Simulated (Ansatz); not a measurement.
Mulliken charges of `[BH2-]1[OH+][BH2-][OH+]1` from ωB97M-V/def2-TZVPP in Ansatz (PBE0-D4/def2-TZVP geometry).

| atom | x (Å) | y (Å) | z (Å) | charge (e) |
| --- | --- | --- | --- | --- |
| B1 | -0.454 | 0.871 | -0.485 | -0.117 |
| O2 | -1.010 | -0.446 | 0.134 | -0.167 |
| B3 | 0.390 | -0.696 | 0.771 | -0.117 |
| O4 | 0.975 | 0.555 | 0.050 | -0.167 |
| H5 | -0.498 | 0.856 | -1.688 | 0.055 |
| H6 | -0.908 | 1.819 | 0.086 | 0.027 |
| H7 | -1.226 | -1.099 | -0.536 | 0.202 |
| H8 | 0.888 | -1.718 | 0.375 | 0.055 |
| H9 | 0.345 | -0.508 | 1.951 | 0.027 |
| H10 | 1.581 | 0.316 | -0.655 | 0.202 |

Question: By hand: the dipole of these point charges (1 e Å = 4.8032 D).

Answer: Σ q r = (0.091, -0.209, -0.322) e Å, of length 0.395 e Å = 1.90 D.

Question: How does the dipole of the full density compare? (Estimate.)

Answer: Computed: (0.136, -0.311, -0.479) e Å, 2.82 D; the point charges give 0.67 times that, at 0° from its direction.

Point charges leave out the atoms' own dipoles, such as those of lone pairs, and Mulliken's split depends on the basis, so the two needn't agree.
